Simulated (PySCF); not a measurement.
C4H8ClFSi2.
Z-matrix (Å and degrees, GFN2-xTB geometry), rows numbered from 1:
```
F 
Si  1  1.6365
Si  2  2.3011  1  110.46
C   2  1.8803  1  108.25  3   138.72
C   4  1.3288  2  111.81  1   101.79
C   5  1.4969  4  119.31  2    -1.99
C   6  1.5286  5  110.18  4     9.30
Cl  7  1.7990  2  108.01  1   141.55
H   3  1.4625  2  111.10  1   172.18
H   3  1.4638  2  112.27  1   -66.17
H   3  1.4659  2  109.66  1    53.45
H   4  1.0778  2  126.57  1   -79.82
H   5  1.0815  4  123.64  2   179.55
H   6  1.0926  5  110.24  4   132.38
H   6  1.0946  5  108.54  4  -110.95
H   7  1.0884  2  115.36  1    24.64
```

Probes without a nucleus sit at each ring's centroid and 1 Å off its mean plane on both sides; NICS is minus the shielding there, NICSzz its component along the normal. Level: GIAO PBE0/pcSseg-1 (PySCF, non-relativistic, gas phase) on the GFN2-xTB geometry, one conformer.

Ring bond lengths (Å), with Mayer bond orders in brackets: Si2–C4 1.880 (0.87), C4–C5 1.329 (1.91), C5–C6 1.497 (1.04), C6–C7 1.529 (0.98), C7–Si2 1.929 (0.76).

Question: Give the NICS values of each ring in ppm.

Answer: 
| ring | type | NICS(0) | NICS(1), two faces | NICS(1)zz, two faces | rms pucker (Å) | centre to ring atoms, mean (Å) |
| --- | --- | --- | --- | --- | --- | --- |
| Si2–C4–C5–C6–C7 | 5-membered ring with Si; formal bonds 1 double, 4 single | -1.7 | -2.7 / -4.0 | -2.6 / -2.3 | 0.05 | 1.38 |

Question: What can be read from them?

Answer: 
- Si2–C4–C5–C6–C7: mean NICS(1)zz -2.4 ppm, near zero. Si2, C6, C7 have four or more neighbours, so the value isn't read as a sign of a π ring current.

Question: List the ring angles and the Hirshfeld charges of the ring atoms.

Answer: 
- Si2–C4–C5–C6–C7: Si2 90.1° (+0.357 e), C4 111.8° (-0.160 e), C5 119.3° (-0.017 e), C6 110.2° (-0.075 e), C7 107.4° (-0.081 e); sum 538.8° against 540° for a flat convex ring.

Question: How shielded are the nuclei of the rings and their hydrogens (means over atoms taken as equivalent)?

Answer: 
| atoms | environment | σ isotropic (ppm) |
| --- | --- | --- |
| Si2 | fluorine-bound silicon | 293.6 |
| C4 | alkene CH carbon | 53.2 |
| C5 | alkene CH carbon | 22.0 |
| C6 | allylic carbon | 135.8 |
| C7 | sp3 C–Cl carbon | 139.3 |
| H12 | vinylic hydrogen | 25.54 |
| H13 | vinylic hydrogen | 24.45 |
| H14 | methylene hydrogen | 28.92 |
| H15 | methylene hydrogen | 28.34 |
| H16 | methine hydrogen | 28.06 |

Hardware: one thread of an Arm Neoverse N1, no GPU, shared host with 64 logical CPUs at a one-minute load of 46. Cost: 56 s wall, 0.88 GiB resident at most. This is the whole shielding run at PBE0/pcSseg-1, SCF included.
